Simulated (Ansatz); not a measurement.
Hg₄S₃. Charge 0, multiplicity 1. Geometry r2SCAN-D4/def2-SVP; atoms count from 1.

```xyz
7

Hg    2.137   -0.671    0.101
Hg   -1.656   -1.533   -0.405
Hg   -0.215    0.092    1.773
Hg   -2.768    0.971   -2.260
S    -0.019    1.882   -0.069
S     1.744   -1.382    2.378
S     0.778    0.642   -1.518
```

In the def2 sets Hg takes a core potential; there is no spin–orbit coupling. Another isomer (singlet) lies 1.56 eV lower at PBE0-D4/def2-TZVP; other spin states weren't run for this one.

Question: Estimate the Mulliken populations from the PBE0/def2-TZVP orbitals of Ansatz.

Answer: 
```json
{"atom": "Hg1", "charge (e)": "0.52", "d electrons": "9.89"}
{"atom": "Hg2", "charge (e)": "0.06", "d electrons": "9.99"}
{"atom": "Hg3", "charge (e)": "0.40", "d electrons": "9.94"}
{"atom": "Hg4", "charge (e)": "0.00", "d electrons": "10.00"}
{"atom": "S5", "charge (e)": "-0.23", "d electrons": "–"}
{"atom": "S6", "charge (e)": "-0.51", "d electrons": "–"}
{"atom": "S7", "charge (e)": "-0.25", "d electrons": "–"}
```
Mulliken values and Mayer orders depend strongly on the basis.

Question: And the Mayer bond orders between bonded heavy atoms (over 0.3)?

Answer: Hg1–S6 0.93 (2.42 Å); Hg1–S7 0.77 (2.49 Å); Hg3–S5 0.73 (2.58 Å); Hg3–S6 0.80 (2.52 Å); S5–S7 1.18 (2.07 Å).
